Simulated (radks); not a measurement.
Results of a calculation; reference values are marked as such.
Effect of the nuclear size on the europium ion Eu+, [Xe] 4f7 6s1. Level of theory: Dirac Kohn-Sham, LDA (Slater exchange, Perdew-Wang correlation), spin-unpolarised, spherical densities, finite nucleus; open shells fill j = l - 1/2 first; Fermi nuclear charge, rms radius 5.1115 fm (a radial shooting solver on a logarithmic mesh with Libxc functionals). The rms radius is varied about that value; shifts are against it.

| rms radius (fm) | total energy shift (eV) | density at nucleus (e/bohr^3) | 1s1/2 shift (meV) | 2s1/2 shift (meV) | 5s1/2 shift (meV) | 5p1/2 shift (meV) | 6s1/2 shift (meV) | 4f7/2 shift (meV) | 6p1/2 (empty) shift (meV) |
|---|---|---|---|---|---|---|---|---|---|
| 4.3397 | -5.25 | 6.005e+05 | -2170 | -277 | -2.15 | 0.174 | -0.198 | 0.339 | 0.060 |
| 4.9377 | -1.24 | 5.818e+05 | -511 | -65.3 | -0.507 | 0.041 | -0.047 | 0.080 | 0.014 |
| 5.1115 | 0 | 5.768e+05 | 0.000 | 0.000 | 0.000 | 0.000 | 0.000 | 0.000 | 0.000 |
| 5.5869 | 3.55 | 5.643e+05 | 1470 | 187 | 1.45 | -0.118 | 0.134 | -0.230 | -0.041 |
| 5.9447 | 6.38 | 5.558e+05 | 2630 | 336 | 2.61 | -0.211 | 0.241 | -0.412 | -0.073 |

Slopes of the eigenvalues against <r^2> in GHz/fm^2, as finite differences over the two radii next to the reference (eigenvalue slopes, not the field-shift constants of lines): 1s1/2 70000, 2s1/2 8930, 5s1/2 69.4, 5p1/2 -5.62, 6s1/2 6.40, 4f7/2 -11.0, 6p1/2 (empty) -1.94.
